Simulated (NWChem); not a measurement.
Molecule: CH6AsB; SMILES B(C)[AsH2]

```xyz
9

B     -0.6166     1.1099     0.0650
As     0.0222    -0.7891    -0.0365
H     -0.8672    -1.3877     1.0357
H      1.2696    -0.6654     0.8199
H     -1.8175     1.2703     0.0967
C      0.3239     2.3499    -0.0366
H      0.2033     2.9180     0.9061
H     -0.0179     3.0419    -0.8258
H      1.3943     2.1405    -0.1723
```
Atoms are numbered in this order, from 1.

All runs: NWChem. STO-3G and 3-21G are far too small for this property and stand as cheap habits. All runs use the structure optimised with PBE0/def2-SVP. B3LYP is NWChem's, with the RPA form of VWN correlation. Field at 589 nm.

For level B3LYP/def2-SVP:

- isotropic polarisability (bohr³): 56.4
- anisotropy (bohr³): 28.1

### Question
How do the values read with level B3LYP/STO-3G instead?

### Answer
* **isotropic polarisability (bohr³)**: 27.6
* **anisotropy (bohr³)**: 20.7
